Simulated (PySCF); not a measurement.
SMILES F[SiH2]C[SiH3] (CH₇FSi₂) (PBE0/def2-SVP optimised geometry):

```
11

Si     0.876    -0.917     0.583
C      0.080     0.695     0.000
Si    -1.783     0.695     0.000
F     -2.299    -0.043     1.360
H      0.286    -2.075    -0.156
H      2.347    -0.886     0.317
H      0.658    -1.114     2.045
H      0.453     1.518     0.633
H      0.422     0.901    -1.030
H     -2.314    -0.080    -1.158
H     -2.347     2.075     0.000
```

Calculation: PBE0/def2-TZVP in PySCF 2.14.0.

Task: What are the frontier orbital energies and the dipole moment?

Result: HOMO-2 -9.56 eV, HOMO-1 -9.29 eV, HOMO -8.91 eV, LUMO 0.13 eV, LUMO+1 0.41 eV; dipole moment 1.99 D.

On the same geometry PBE/def2-TZVP (PySCF 2.14.0) gives HOMO-2 -8.22 eV, HOMO-1 -7.91 eV, HOMO -7.61 eV, LUMO -0.74 eV, LUMO+1 -0.39 eV; dipole moment 1.90 D.

Meta-Löwdin charges at PBE0/def2-TZVP: Si1 0.48, C2 -0.72, Si3 0.95, F4 -0.51, H5 -0.09, H6 -0.09, H7 -0.08, H8 0.15, H9 0.15, H10 -0.12, H11 -0.11.
